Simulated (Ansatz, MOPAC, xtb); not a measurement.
Spectroscopic constants of SeF+, multiplicity 3 (lowest of 2S+1 = 1, 3, 5 at CCSD(T)/def2-TZVPP on PBE0 minima; our sources give no spin for the ground state, which may be another). No spin–orbit coupling. Se is treated without relativity.

The constants come from a fifth-degree fit in 1/R (seven points, main isotopes). Runs in def2 and cc sets follow the lowest solution found near the PBE0 minimum.

Codes used: Ansatz (a first-principles code) with Gaussian orbitals; MOPAC for AM1, PM6, PM7 (differences of heats of formation); xtb for the GFN methods.  The GFN methods have no spin term and hold the electronic entropy of 300 K.

```json
[
 {"level": "AM1", "r_e (Å)": "1.630", "ω_e (cm⁻¹)": "718", "B_e (cm⁻¹)": "0.413", "α_e (cm⁻¹)": "0.00028"},
 {"level": "PM6", "r_e (Å)": "1.691", "ω_e (cm⁻¹)": "729", "B_e (cm⁻¹)": "0.384", "α_e (cm⁻¹)": "0.0011"},
 {"level": "PM7", "r_e (Å)": "1.656", "ω_e (cm⁻¹)": "674", "B_e (cm⁻¹)": "0.400", "α_e (cm⁻¹)": "0.0015"},
 {"level": "GFN1-xTB", "r_e (Å)": "1.669", "ω_e (cm⁻¹)": "708", "B_e (cm⁻¹)": "0.394", "α_e (cm⁻¹)": "0.0024"},
 {"level": "GFN2-xTB", "r_e (Å)": "1.684", "ω_e (cm⁻¹)": "585", "B_e (cm⁻¹)": "0.387", "α_e (cm⁻¹)": "0.0030"},
 {"level": "SVWN5/def2-TZVPP", "r_e (Å)": "1.663", "ω_e (cm⁻¹)": "822", "B_e (cm⁻¹)": "0.397", "α_e (cm⁻¹)": "0.0025"},
 {"level": "PBE/def2-TZVPP", "r_e (Å)": "1.685", "ω_e (cm⁻¹)": "785", "B_e (cm⁻¹)": "0.387", "α_e (cm⁻¹)": "0.0025"},
 {"level": "r2SCAN/def2-TZVPP", "r_e (Å)": "1.664", "ω_e (cm⁻¹)": "824", "B_e (cm⁻¹)": "0.397", "α_e (cm⁻¹)": "0.0025"},
 {"level": "B97M-V/def2-TZVPP", "r_e (Å)": "1.657", "ω_e (cm⁻¹)": "831", "B_e (cm⁻¹)": "0.400", "α_e (cm⁻¹)": "0.0025"},
 {"level": "B3LYP/def2-TZVPP", "r_e (Å)": "1.671", "ω_e (cm⁻¹)": "814", "B_e (cm⁻¹)": "0.394", "α_e (cm⁻¹)": "0.0025"},
 {"level": "PBE0/def2-TZVPP", "r_e (Å)": "1.657", "ω_e (cm⁻¹)": "842", "B_e (cm⁻¹)": "0.400", "α_e (cm⁻¹)": "0.0025"},
 {"level": "BHLYP/def2-TZVPP", "r_e (Å)": "1.644", "ω_e (cm⁻¹)": "870", "B_e (cm⁻¹)": "0.406", "α_e (cm⁻¹)": "0.0025"},
 {"level": "CAM-B3LYP/def2-TZVPP", "r_e (Å)": "1.657", "ω_e (cm⁻¹)": "846", "B_e (cm⁻¹)": "0.400", "α_e (cm⁻¹)": "0.0024"},
 {"level": "wB97X-V/def2-TZVPP", "r_e (Å)": "1.656", "ω_e (cm⁻¹)": "857", "B_e (cm⁻¹)": "0.401", "α_e (cm⁻¹)": "0.0024"},
 {"level": "wB97M-V/def2-TZVPP", "r_e (Å)": "1.659", "ω_e (cm⁻¹)": "847", "B_e (cm⁻¹)": "0.399", "α_e (cm⁻¹)": "0.0024"},
 {"level": "B2PLYP/def2-TZVPP", "r_e (Å)": "1.667", "ω_e (cm⁻¹)": "819", "B_e (cm⁻¹)": "0.395", "α_e (cm⁻¹)": "0.0025"},
 {"level": "CCSD/def2-TZVPP", "r_e (Å)": "1.655", "ω_e (cm⁻¹)": "842", "B_e (cm⁻¹)": "0.401", "α_e (cm⁻¹)": "0.0026"},
 {"level": "CCSD/def2-QZVPP", "r_e (Å)": "1.648", "ω_e (cm⁻¹)": "850", "B_e (cm⁻¹)": "0.404", "α_e (cm⁻¹)": "0.0025"},
 {"level": "CCSD(T)/def2-TZVPP", "r_e (Å)": "1.663", "ω_e (cm⁻¹)": "820", "B_e (cm⁻¹)": "0.397", "α_e (cm⁻¹)": "0.0026"},
 {"level": "CCSD(T)/def2-QZVPP", "r_e (Å)": "1.657", "ω_e (cm⁻¹)": "827", "B_e (cm⁻¹)": "0.400", "α_e (cm⁻¹)": "0.0026"},
 {"level": "CCSD(T)/CBS(def2-TZVPP, def2-QZVPP)", "r_e (Å)": "1.653", "ω_e (cm⁻¹)": "833", "B_e (cm⁻¹)": "0.402", "α_e (cm⁻¹)": "0.0026"}
]
```

Correlated levels freeze the inner cores; with def2 sets outer-core shells near the valence are correlated too. CBS(a, b) extrapolates the correlation energy as X⁻³ and adds the Hartree–Fock energy of set b. The state that AM1, PM6, PM7 reach isn't checked; PM7 holds dispersion and hydrogen-bond terms.
